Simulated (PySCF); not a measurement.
**Magnetic susceptibility: `C=Cc1cc2ccc1-2`, C8H6**

Geometry:
| atom | x (Å) | y (Å) | z (Å) |
| --- | --- | --- | --- |
| C1 | -2.546 | -0.653 | 0.178 |
| C2 | -1.866 | 0.444 | -0.148 |
| C3 | -0.432 | 0.511 | -0.159 |
| C4 | 0.529 | 1.544 | -0.463 |
| C5 | 1.610 | 0.724 | -0.208 |
| C6 | 2.609 | -0.200 | 0.078 |
| C7 | 1.666 | -1.235 | 0.380 |
| C8 | 0.574 | -0.420 | 0.128 |
| H9 | -2.032 | -1.559 | 0.456 |
| H10 | -3.622 | -0.682 | 0.179 |
| H11 | -2.380 | 1.355 | -0.426 |
| H12 | 0.450 | 2.574 | -0.774 |
| H13 | 3.684 | -0.139 | 0.071 |
| H14 | 1.754 | -2.264 | 0.687 |

Computed, not measured: GIAO B97-2/pcSseg-1 magnetisability, rotational g tensor and spin-rotation constants, non-relativistic, gas phase (PySCF 2.14.0). Geometry: GFN2-xTB.

Question: How diamagnetic is it, and how anisotropic?

Answer: Isotropic -936 × 10⁻³⁰ J/T², or -56.3 × 10⁻⁶ cm³/mol; principal values -1414, -799, -594 × 10⁻³⁰ J/T², anisotropy 739 × 10⁻³⁰ J/T² (root of half the summed squared differences of the principal values). The susceptibility is in cgs units.

Question: Split it along the inertial axes a, b, c into diamagnetic and paramagnetic parts about the centre of mass, with the quadrupole moment.

Answer: 
| axis | χ (10⁻⁶ cm³/mol) | diamagnetic (10⁻⁶ cm³/mol) | paramagnetic (10⁻⁶ cm³/mol) | summed x² of all electrons (Å²) | quadrupole Θ (D Å) |
| --- | --- | --- | --- | --- | --- |
| a | -42.4 | -310.7 | 268.4 | 183.9 | +5.59 |
| b | -41.5 | -825.5 | 784.0 | 62.6 | +4.31 |
| c | -85.1 | -1045.7 | 960.5 | 10.7 | -9.89 |

Anisotropies 2χaa − χbb − χcc = +41.9 and 2χbb − χaa − χcc = +44.5 × 10⁻⁶ cm³/mol. Θ is traceless in Buckingham's convention.

Question: And the rotational g tensor?

Answer: 
```
axis  rotational constant (GHz)        g  nuclear part  electronic part
   a                     5.6318  -0.1054        0.6046          -0.7100
   b                     1.6303  -0.0306        0.5699          -0.6005
   c                     1.2643  +0.0071        0.5777          -0.5705
```
Asymmetric top; isotopes 12C, 1H; no vibrational averaging.
